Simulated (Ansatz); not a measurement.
`C[SiH]([AlH2])[SbH2]` + HCl → `C[SiH](Cl)[SbH2]` + `[AlH3]` at 700 K and 1 bar (cleavage of the Si–Al bond).

Calculated with Ansatz (gas phase, PBE0-D4/def2-TZVP geometries, no zero-point term in ΔE). CBS: MP2 limit from def2 TZ/QZ plus the TZ coupled-cluster correction, frozen cores. This one scheme is used for every species. def2 core potentials past Kr. For Sb outer-core shells are correlated without core-valence functions, which leaves a few kJ/mol of doubt a bond.

```
               species  CCSD(T)/CBS energy (Eh)  H − E (kJ/mol)  S (J/(mol·K))
`C[SiH]([AlH2])[SbH2]`               -813.96603           289.3          532.3
                   HCl               -460.38127            38.4          211.8
    `C[SiH](Cl)[SbH2]`              -1030.59494           241.5          497.7
              `[AlH3]`               -243.78045            80.2          251.4
```

H − E and S are ideal-gas, rigid-rotor, harmonic terms from PBE0-D4/def2-TZVP, for one conformer and one mirror image of each species. 1 Eh = 2625.50 kJ/mol, R = 8.31446 J/(mol·K).

Task: By hand: ΔE, ΔH, ΔS and ΔG.

Result: ΔE = (-1030.59494) + (-243.78045) − (-813.96603) − (-460.38127) = -0.02809 Eh = -73.8 kJ/mol. Δ(H − E) = 241.5 + 80.2 − 289.3 − 38.4 = -6.0, so ΔH = -79.8 kJ/mol. ΔS = 497.7 + 251.4 − 532.3 − 211.8 = 5.0 J/(mol·K). ΔG = -79.8 − 700 × (5.0)/1000 = -83.3 kJ/mol.

Task: By hand: the equilibrium constant, and the temperature at which ΔG would vanish if ΔH and ΔS stayed fixed.

Result: log₁₀ K = −ΔG/(RT ln 10) = 6.2. ΔH and −TΔS have one sign here, so there is no such temperature.

The number of gas molecules stays the same, so ΔS is small and ΔH decides. A doubt of 5 kJ/mol in ΔE shifts log₁₀ K by 0.4 here. Other conformers and mirror images would add mixing entropy, several J/(mol·K) or more a flexible species. These are equilibria of isolated gas molecules and say nothing of rates. Largest T1 diagnostic: 0.014 (customary marks: 0.02 for closed shells, 0.045 for open ones).

ΔS is within the doubt of such terms, so its sign, and with it that verdict, could turn.
